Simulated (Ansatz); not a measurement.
Born–Oppenheimer molecular dynamics of a periodic cell of 17 atoms, NaLi16 (host Li, host structure bcc, interstitial Na). It goes on from the last frame of an earlier run, with new velocities.

Level of theory: Ansatz 0.2.0, DFT PBE, scalar-relativistic, plane waves, PAW. Settings: accuracy low, cutoff 420 eV, k mesh 2x2x2, fermi-dirac smearing 0.05 eV, no spin polarisation.

```yaml
ensemble: NVT, Nosé–Hoover chain
time_step: 1 fs
steps_asked: 230
set_temperature: 1680 K
thermostat: time constant 100 fs, chain length 1
seed: 675525
```

First frame:

```xyz
17
Lattice="6.9800 0.0000 0.0000 0.0000 6.9800 0.0000 0.0000 0.0000 6.9800" Properties=species:S:1:pos:R:3
Li -0.197 0.210 -0.558
Li 1.589 -1.060 0.569
Li -0.704 3.224 0.078
Li 1.108 -0.180 4.002
Li 1.417 1.634 1.736
Li 3.449 4.387 0.296
Li 3.530 0.377 2.661
Li 6.479 2.419 2.988
Li 0.925 3.398 4.488
Li 1.587 4.519 2.755
Li 1.976 2.125 6.007
Li 3.627 2.975 3.867
Li 6.054 5.480 2.038
Li 5.316 1.517 4.752
Li 3.272 6.238 5.220
Li 5.965 4.770 4.998
Na 4.363 1.255 0.331
```

Task: What does the run give?

Result: The run went to its last step.

| Property | Result |
| --- | --- |
| steps done | 230 |
| time covered | 230 fs |
| mean temperature over the second half | 1854 K |
| spread of the potential energy over the second half | 33.9 meV per atom |
| mean potential energy of the second half above the start | 44.6 meV per atom |

The conserved energy stayed within 0.13 meV per atom of its start (net change 0.065 meV per atom), so the integration is sound. The mean temperature of the second half is 10 % above the set value. A run of 0.23 ps of so small a system gives no equilibrium averages. Limits of this set-up: coarse k mesh, low accuracy level.

Task: What happens to the structure?

Result: Mean squared displacements from the first frame to the last, about the centre of mass: Li 5.54 Å², Na 3.14 Å². The details hang on the random start.

Task: How do temperature and energy run in time?

Result: 
| time (fs) | T (K) | potential energy less start (eV) | conserved less start (meV/atom) |
| --- | --- | --- | --- |
| 0.0 | 1680 | 0.000 | 0.00 |
| 11.0 | 1620 | 0.125 | 0.02 |
| 22.0 | 1480 | 0.416 | 0.01 |
| 33.0 | 1258 | 0.888 | 0.04 |
| 44.0 | 1239 | 0.951 | 0.03 |
| 55.0 | 1307 | 0.854 | 0.00 |
| 66.0 | 1258 | 1.013 | 0.06 |
| 77.0 | 1596 | 0.391 | -0.01 |
| 88.0 | 1693 | 0.292 | 0.00 |
| 99.0 | 1521 | 0.743 | 0.01 |
| 110.0 | 1379 | 1.129 | 0.06 |
| 121.0 | 1672 | 0.631 | 0.00 |
| 132.0 | 1794 | 0.506 | 0.02 |
| 143.0 | 1731 | 0.761 | 0.03 |
| 154.0 | 1749 | 0.841 | 0.03 |
| 165.0 | 1853 | 0.744 | 0.06 |
| 176.0 | 2286 | -0.029 | 0.02 |
| 187.0 | 2471 | -0.309 | -0.02 |
| 198.0 | 1773 | 1.182 | 0.07 |
| 209.0 | 1473 | 1.829 | 0.08 |
| 220.0 | 1798 | 1.193 | 0.01 |

Run time: 13 min on 1 thread of Arm Neoverse V1, with other jobs on the host, peak memory 0.6 GiB.
